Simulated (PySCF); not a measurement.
EPR parameters of [C6H10O2]-

Compound: C6H10O2 (charge -1 and doublet state).
Structure used (GFN2-xTB), in Å, numbered top down from 1:
```xyz
18
C6H10O2 angstrom
C      1.5803   -0.6778    0.5682
C      0.2503   -0.3722    0.6404
O     -0.2550    0.1610    1.8432
C     -0.0443    1.5460    1.9944
C     -0.7460   -0.4575   -0.4785
C     -0.5746   -1.6792   -1.3843
C     -0.4829    0.8515   -1.1700
O     -1.1815    1.9041   -1.0427
H      2.0098   -1.1174   -0.3130
H      2.2585   -0.3966    1.3574
H     -0.5014    1.8350    2.9445
H      1.0276    1.7848    2.0235
H     -0.5095    2.1034    1.1768
H     -1.7552   -0.4437   -0.0526
H      0.3868   -1.6377   -1.8911
H     -0.6179   -2.5995   -0.8010
H     -1.3591   -1.7001   -2.1409
H      0.5054    0.9022   -1.6660
```

The hyperfine couplings belong to this conformer and change with its torsions.

The species is `C=C(OC)[C@H](C)[CH][O-]` [radical] (charge -1).

Computed, not measured: UKS B3LYP, pcH-1 on C H O, non-relativistic, mean-field spin-orbit, GIAO (PySCF). Whether the extra electron is bound in the gas phase wasn't checked; a finite basis holds it in any case. Couplings are sensitive to structure, and on GFN2-xTB geometries they can be far from those on DFT ones, by a factor of two or more for some ions and for spin on atoms past the first row. The SCF solution wasn't tested for stability.

* g1, g2, g3: 2.00230, 2.00395, 2.00463
* g_iso: 2.00363
* Form of g: rhombic: the two nearest values differ by 29 % of g3 − g1
* ⟨S²⟩: 0.7573 (exact 0.7500)
* α and β electrons: 32, 31
* HOMO–LUMO gap, α and β orbitals: 2.65, 5.42 eV
* Total energy: -385.06109 Eh

Hyperfine couplings atom by atom, in 10⁻⁴ cm⁻¹; T1 to T3 are the principal values of the dipolar part; ρ(0) is the spin density at the nucleus (1 × 10⁻⁴ cm⁻¹ = 2.998 MHz):

| atom | isotope | a_iso | T1 | T2 | T3 | Mulliken spin population | ρ(0) (bohr⁻³) |
| --- | --- | --- | --- | --- | --- | --- | --- |
| C1 | 13C | 7.2 | -7.4 | -7.2 | 14.6 | 0.29 | 0.0191 |
| C2 | 13C | 13.7 | -4.2 | -2.2 | 6.3 | 0.07 | 0.0365 |
| O3 | 17O | -1.0 | -0.5 | 0.1 | 0.4 | 0.00 | 0.0051 |
| C4 | 13C | -0.4 | -0.4 | -0.1 | 0.4 | 0.00 | -0.0012 |
| C5 | 13C | -7.6 | -0.3 | -0.1 | 0.4 | -0.05 | -0.0203 |
| C6 | 13C | 25.3 | -0.7 | -0.5 | 1.2 | 0.02 | 0.0676 |
| C7 | 13C | 13.6 | -12.8 | -11.6 | 24.4 | 0.43 | 0.0364 |
| O8 | 17O | -8.3 | -30.7 | 15.0 | 15.6 | 0.25 | 0.0409 |
| H9 | 1H | -5.8 | -3.4 | 0.2 | 3.2 | -0.01 | -0.0039 |
| H10 | 1H | -4.8 | -3.9 | 0.3 | 3.6 | -0.01 | -0.0032 |
| H11 | 1H | 0.0 | -0.4 | -0.3 | 0.6 | 0.00 | 0.0000 |
| H12 | 1H | -0.2 | -0.6 | -0.1 | 0.7 | 0.00 | -0.0001 |
| H13 | 1H | 0.3 | -1.3 | -0.3 | 1.7 | 0.00 | 0.0002 |
| H14 | 1H | 3.4 | -1.0 | -0.5 | 1.5 | 0.00 | 0.0023 |
| H15 | 1H | -0.5 | -0.8 | -0.4 | 1.2 | 0.00 | -0.0004 |
| H16 | 1H | 2.6 | -0.8 | -0.3 | 1.0 | 0.02 | 0.0017 |
| H17 | 1H | -0.9 | -1.2 | -0.3 | 1.5 | 0.01 | -0.0006 |
| H18 | 1H | -6.9 | -5.8 | -0.2 | 6.1 | -0.02 | -0.0047 |

The largest Mulliken spin populations are on C7 (+0.43), C1 (+0.29), O8 (+0.25) and C2 (+0.07). Three atoms exceed +0.15.

The SMILES `C=C(OC)[C@H](C)[CH][O-]` draws the unpaired electron on C7, whose computed spin population is only +0.43.

Under fast tumbling the dipolar parts average out, and these isotropic splittings remain: 1 × 1H (H18, I = 1/2, 2 lines) with 0.74 mT, 1 × 1H (H9, I = 1/2, 2 lines) with 0.62 mT, 1 × 1H (H10, I = 1/2, 2 lines) with 0.52 mT, 1 × 1H (H14, I = 1/2, 2 lines) with 0.36 mT and 3 × 1H (H15/H16/H17, I = 1/2, 4 lines) with 0.04 mT.

Class means assume fast exchange of nuclei equivalent by connectivity; if that motion is slow, each nucleus keeps its own coupling. The three 1H nuclei of mean +1.1 MHz run from -2.8 to 7.8 MHz in the frozen geometry.

The 13C coupling of C6 (76.0 MHz) shows only in satellite lines or after enrichment, since that isotope makes up about 1.07 % of natural carbon.

The 17O coupling of O8 (-24.8 MHz) shows only in satellite lines or after enrichment, since that isotope makes up about 0.038 % of natural oxygen.

The spin density at the nucleus, in bohr⁻³, is negative for C5 (-0.0203), H18 (-0.0047) and H9 (-0.0039), for instance. A restricted open-shell determinant has no negative spin density anywhere; here it arises because α and β orbitals differ (spin polarisation).
